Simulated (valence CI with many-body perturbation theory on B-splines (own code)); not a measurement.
Ho XXVII: E2, M1 decay

Calculated by valence CI with perturbative core correlation (CI+MBPT): five valence electrons over a frozen Dirac-Fock core [Kr], a basis of 7 s, 7 p, 8 d, 6 f, 4 g, 1 h functions for each j, with the one-electron correlation potential Σ1 (screened to all orders), the two-electron term Σ2, the three-electron term Σ3, Breit, model QED; selected single and double excitations, second order for the rest, scaled by the run's own slope (own B-spline code, finite nucleus).

No measured spectrum was set against this ion. As an estimate, large intervals hold to a few tenths of a per cent, small ones and those within an open d or f shell to about a per cent. The list stops below the first excitations out of the core.

Lines 51 to 100 of 120 in falling wavelength, among levels below 829890 cm⁻¹, chosen from the decays that carry over 1 % of a level's rate. Wavelengths and rates use the calculated energies. Electric multipoles are in the length gauge, E1 and E2 with the static RPA response of the core. S is in atomic units (e²a₀⁴ for E2 and M2, e²a₀⁶ for E3), for M1 in squared Bohr magnetons. Weak lines are less certain than strong ones. Lines between different terms over intervals too small for the method are left out, as are lines whose strength nearly cancels.

Levels are named by their leading jj configuration (3d3/2^4 stands for four electrons in 3d with j = 3/2), which in mixed levels can hold well under half, so a name can repeat and another be missing. Letters in brackets count levels of one name in rising energy.

| λ vac (Å) | Upper | Lower | Type | A (s⁻¹) | S (a.u.) |
| --- | --- | --- | --- | --- | --- |
| 1285 | (4d3/2^2 4d5/2^3) J=9/2 [c] | (4d3/2^2 4d5/2^3) J=11/2 | M1 | 2.25e+02 | 1.77e-01 |
| 1281 | (4d3/2^2 4d5/2^3) J=7/2 [c] | (4d3/2^2 4d5/2^3) J=5/2 [a] | M1 | 2.67e+02 | 1.66e-01 |
| 1263 | (4d3/2 4d5/2^4) J=5/2 [a] | (4d3/2^2 4d5/2^3) J=7/2 [a] | M1 | 5.58e+03 | 2.50e+00 |
| 1261 | (4d3/2^2 4d5/2^3) J=5/2 [c] | (4d3/2^3 4d5/2^2) J=7/2 [b] | M1 | 3.19e+03 | 1.42e+00 |
| 1248 | (4d3/2^2 4d5/2^3) J=13/2 | (4d3/2^3 4d5/2^2) J=11/2 | M1 | 1.19e+03 | 1.20e+00 |
| 1195 | (4d3/2^2 4d5/2^3) J=3/2 [a] | (4d3/2^3 4d5/2^2) J=3/2 [a] | M1 | 8.54e+03 | 2.16e+00 |
| 1195 | (4d3/2^2 4d5/2^3) J=5/2 [a] | (4d3/2^3 4d5/2^2) J=5/2 [a] | M1 | 1.35e+04 | 5.13e+00 |
| 1194 | (4d3/2^3 4d5/2^2) J=7/2 [a] | (4d3/2^4 4d5/2) J=5/2 | M1 | 2.92e+03 | 1.47e+00 |
| 1162 | (4d3/2 4d5/2^4) J=3/2 [a] | (4d3/2^2 4d5/2^3) J=5/2 [b] | M1 | 3.58e+03 | 8.34e-01 |
| 1153 | (4d3/2^3 4d5/2^2) J=3/2 [a] | (4d3/2^4 4d5/2) J=5/2 | M1 | 1.03e+04 | 2.34e+00 |
| 1135 | (4d3/2^2 4d5/2^3) J=5/2 [b] | (4d3/2^3 4d5/2^2) J=3/2 [a] | M1 | 1.35e+03 | 4.40e-01 |
| 1128 | (4d3/2 4d5/2^4) J=11/2 | (4d3/2^2 4d5/2^3) J=13/2 | M1 | 2.65e+03 | 1.69e+00 |
| 1105 | (4d3/2 4d5/2^4) J=3/2 [a] | (4d3/2^2 4d5/2^3) J=3/2 [a] | M1 | 9.86e+03 | 1.98e+00 |
| 1102 | (4d3/2 4d5/2^4) J=7/2 [a] | (4d3/2^2 4d5/2^3) J=9/2 [a] | M1 | 7.82e+03 | 3.11e+00 |
| 1098 | (4d3/2^2 4d5/2^3) J=5/2 [b] | (4d3/2^3 4d5/2^2) J=7/2 [a] | M1 | 2.63e+03 | 7.73e-01 |
| 1086 | (4d3/2^2 4d5/2^3) J=9/2 [b] | (4d3/2^3 4d5/2^2) J=9/2 | M1 | 7.92e+03 | 3.76e+00 |
| 1082 | (4d3/2^2 4d5/2^3) J=7/2 [b] | (4d3/2^3 4d5/2^2) J=5/2 [b] | M1 | 1.53e+02 | 5.72e-02 |
| 1068 | (4d3/2 4d5/2^4) J=5/2 [a] | (4d3/2^2 4d5/2^3) J=5/2 [a] | M1 | 1.94e+04 | 5.26e+00 |
| 1064 | (4d3/2^3 4d5/2^2) J=3/2 [b] | (4d3/2^3 4d5/2^2) J=5/2 [a] | M1 | 6.16e+02 | 1.10e-01 |
| 1044 | (4d3/2^2 4d5/2^3) J=5/2 [d] | (4d3/2^2 4d5/2^3) J=5/2 [b] | M1 | 3.83e+03 | 9.69e-01 |
| 1040 | (4d3/2^2 4d5/2^3) J=7/2 [c] | (4d3/2^3 4d5/2^2) J=7/2 [b] | M1 | 3.13e+03 | 1.04e+00 |
| 1038 | (4d3/2^2 4d5/2^3) J=7/2 [b] | (4d3/2^3 4d5/2^2) J=9/2 | M1 | 1.90e+03 | 6.31e-01 |
| 1034 | (4d3/2 4d5/2^4) J=3/2 [a] | (4d3/2^2 4d5/2^3) J=1/2 [a] | M1 | 9.11e+03 | 1.49e+00 |
| 1025 | (4d3/2^2 4d5/2^3) J=3/2 [b] | (4d3/2^3 4d5/2^2) J=1/2 | M1 | 1.10e+03 | 1.75e-01 |
| 1020 | (4d3/2 4d5/2^4) J=11/2 | (4d3/2^2 4d5/2^3) J=9/2 [a] | M1 | 3.28e+03 | 1.55e+00 |
| 1019 | (4d3/2^2 4d5/2^3) J=7/2 [a] | (4d3/2^3 4d5/2^2) J=5/2 [a] | M1 | 1.45e+03 | 4.55e-01 |
| 1017 | (4d3/2^3 4d5/2^2) J=9/2 | (4d3/2^4 4d5/2) J=5/2 | E2 | 7.60e-01 | 7.39e-03 |
| 998.0 | (4d3/2 4d5/2^4) J=7/2 [a] | (4d3/2^2 4d5/2^3) J=7/2 [a] | M1 | 6.84e+03 | 2.02e+00 |
| 994.8 | (4d3/2^2 4d5/2^3) J=9/2 [b] | (4d3/2^3 4d5/2^2) J=11/2 | M1 | 2.74e+03 | 1.00e+00 |
| 974.2 | (4d3/2^2 4d5/2^3) J=3/2 [b] | (4d3/2^3 4d5/2^2) J=5/2 [b] | M1 | 1.22e+03 | 1.68e-01 |
| 969.6 | (4d3/2 4d5/2^4) J=11/2 | (4d3/2^2 4d5/2^3) J=11/2 | M1 | 1.19e+04 | 4.83e+00 |
| 937.8 | (4d3/2^2 4d5/2^3) J=9/2 [b] | (4d3/2^3 4d5/2^2) J=7/2 [a] | M1 | 2.58e+03 | 7.88e-01 |
| 935.0 | (4d3/2^2 4d5/2^3) J=1/2 [b] | (4d3/2^3 4d5/2^2) J=1/2 | M1 | 3.84e+03 | 2.33e-01 |
| 901.9 | (4d3/2^2 4d5/2^3) J=7/2 [b] | (4d3/2^3 4d5/2^2) J=7/2 [a] | M1 | 1.26e+02 | 2.75e-02 |
| 900.0 | (4d3/2^2 4d5/2^3) J=5/2 [c] | (4d3/2^3 4d5/2^2) J=3/2 [a] | M1 | 2.09e+03 | 3.39e-01 |
| 894.9 | (4d3/2 4d5/2^4) J=5/2 [a] | (4d3/2^3 4d5/2^2) J=7/2 [b] | M1 | 4.32e+02 | 6.89e-02 |
| 888.6 | (4d3/2^2 4d5/2^3) J=7/2 [c] | (4d3/2^3 4d5/2^2) J=5/2 [b] | M1 | 1.57e+03 | 3.27e-01 |
| 876.6 | (4d3/2^2 4d5/2^3) J=5/2 [c] | (4d3/2^3 4d5/2^2) J=7/2 [a] | M1 | 5.88e+03 | 8.82e-01 |
| 872.4 | (4d3/2 4d5/2^4) J=7/2 [a] | (4d3/2^2 4d5/2^3) J=5/2 [a] | M1 | 8.37e+02 | 1.65e-01 |
| 871.1 | (4d3/2^2 4d5/2^3) J=9/2 [c] | (4d3/2^3 4d5/2^2) J=7/2 [b] | M1 | 3.24e+03 | 7.93e-01 |
| 858.9 | (4d3/2^2 4d5/2^3) J=7/2 [c] | (4d3/2^3 4d5/2^2) J=9/2 | M1 | 3.64e+03 | 6.83e-01 |
| 851.6 | (4d3/2^2 4d5/2^3) J=3/2 [a] | (4d3/2^3 4d5/2^2) J=5/2 [a] | M1 | 6.88e+03 | 6.30e-01 |
| 846.7 | (4d3/2^2 4d5/2^3) J=3/2 [b] | (4d3/2^3 4d5/2^2) J=3/2 [a] | M1 | 1.97e+03 | 1.77e-01 |
| 843.6 | (4d3/2^3 4d5/2^2) J=7/2 [b] | (4d3/2^4 4d5/2) J=5/2 | M1 | 3.80e+02 | 6.77e-02 |
| 836.7 | (4d3/2^2 4d5/2^3) J=5/2 [d] | (4d3/2^2 4d5/2^3) J=7/2 [a] | M1 | 1.78e+03 | 2.32e-01 |
| 808.8 | (4d3/2^2 4d5/2^3) J=5/2 [d] | (4d3/2^3 4d5/2^2) J=3/2 [b] | M1 | 2.75e+03 | 3.23e-01 |
| 805.3 | (4d3/2 4d5/2^4) J=3/2 [a] | (4d3/2^2 4d5/2^3) J=5/2 [a] | M1 | 2.47e+03 | 1.91e-01 |
| 784.5 | (4d3/2^2 4d5/2^3) J=1/2 [b] | (4d3/2^3 4d5/2^2) J=3/2 [a] | M1 | 8.34e+03 | 2.99e-01 |
| 780.6 | (4d3/2 4d5/2^4) J=5/2 [a] | (4d3/2^3 4d5/2^2) J=5/2 [b] | M1 | 4.34e+03 | 4.59e-01 |
| 753.2 | (4d3/2 4d5/2^4) J=7/2 [a] | (4d3/2^3 4d5/2^2) J=7/2 [b] | M1 | 4.61e+02 | 5.84e-02 |
